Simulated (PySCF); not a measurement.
# Computed structure and properties of [YbOCl]−

System: [YbOCl]− (singlet in the valence; each metal's 4f electrons, 14 of them, lie in its core potential, out of spins and levels); start: template (Cs). Method: PySCF 2.14.0, RKS PBE0, Yb lcecp-0-SVP with ECP60, O def2-SVP, Cl def2-SVP; non-relativistic Hamiltonian with scalar-relativistic core potentials where named; density fitting; no spin-orbit coupling.

Input of the relaxation:

```python
mol = gto.M(atom='''
Yb     0.26221     0.00000    -0.22731
O      1.98971     0.00000     0.54579
Cl    -2.21439     0.00000     0.88099''',
    basis={'Yb': 'lcecp-0-SVP', 'O': 'def2-SVP', 'Cl': 'def2-SVP'},
    ecp={'Yb': 'lcecp-0-SVP'},
    charge=-1, spin=0)
mf = dft.RKS(mol, xc='PBE0')
mf.grids.atom_grid = (50, 194)  # f atoms: unpruned, at least (60, 302)
mf = mf.density_fit()  # fitting sets: Yb AutoAux, O def2-universal-JKFIT, Cl def2-universal-JKFIT
mf.conv_tol = 1e-08; mf.max_cycle = 55
mf.kernel(dm0)  # dm0: converged density of the start geometry
# quasi-Newton relaxation in Cartesian coordinates to a largest gradient under 0.00045 Eh/bohr, steps kept in the point group
```

Run from Python with OMP_NUM_THREADS=2; the lines above give its settings. Where DIIS fails, smearing, a level shift and second-order steps follow.
It took 15 s on 2 threads of Intel(R) Xeon(R) Platinum 8488C (Sapphire Rapids), with other jobs on the host, from the converged density of the start.

Course of the relaxation:

| step | energy above end (eV) | largest force component within the symmetry (eV/Å) |
| --- | --- | --- |
| 0 | 0.1809 | 2.840 |
| 1 | 0.0188 | 0.744 |
| 2 | 0.0037 | 0.180 |
| 3 | 0.0018 | 0.051 |
| 4 | 0.0011 | 0.067 |
| 5 | 0.0004 | 0.085 |
| 6 | 0.0001 | 0.047 |
| 7 | 0.0000 | 0.009 |

Relaxed geometry (Cs):

```xyz
3

Yb    0.2222    0.0000   -0.1925
O     2.1092    0.0000    0.5276
Cl   -2.2938    0.0000    0.8644
```

```
     contact      Å
  Yb1–O2 (O)  2.020
Yb1–Cl3 (Cl)  2.729
```

On the finer grid (75, 302):

```yaml
HOMO: not given (4f levels lie in the core)
LUMO: not given (4f levels lie in the core)
Dipole_about_the_centre_of_mass: 6.69 D
Set_of_Mulliken_populations_of_Yb1_outside_the_core_potential: s 2.29, p 6.37, d 1.11, f 0.01
D3_BJ_dispersion_energy_not_in_the_energies: -0.044 eV
```

| atom | Mulliken (e) | Löwdin (e) | spin (e) |
| --- | --- | --- | --- |
| Yb1 | 0.22 | -0.03 | 0.00 |
| O2 | -0.68 | -0.63 | 0.00 |
| Cl3 | -0.54 | -0.34 | 0.00 |

The 4f levels lie in the core potential and are missing.

On the grid (50, 194), as all that follows. Harmonic modes: a minimum; lowest 71 cm⁻¹ (negative: unstable), highest 591 cm⁻¹, zero-point energy 0.055 eV.

Rigid scan of O along the line from its metal:

| distance to O2 (Å) | energy (eV) |
| --- | --- |
| 1.72 | 1.337 |
| 1.82 | 0.508 |
| 1.92 | 0.109 |
| 2.02 | 0.000 |
| 2.12 | 0.082 |
| 2.22 | 0.284 |
| 2.32 | 0.558 |
| 2.47 | 1.031 |

Taking off one Cl (charge -1, singlet; the rest: singlet) in vacuum, both parts rigid, costs 3.08 eV; the small basis without counterpoise inflates it.

Rigid scan of Cl along the line from its metal:

| distance to Cl3 (Å) | energy (eV) |
| --- | --- |
| 2.43 | 0.362 |
| 2.53 | 0.141 |
| 2.63 | 0.031 |
| 2.73 | 0.000 |
| 2.83 | 0.023 |
| 2.93 | 0.082 |
| 3.13 | 0.263 |
| 3.43 | 0.590 |
| 3.83 | 1.017 |
| 4.33 | 1.463 |

One start shape was tried, so this needn't be the lowest isomer.

An lcecp potential fixes the number of 4f electrons, so in runs with it no electron can move into or out of that shell.
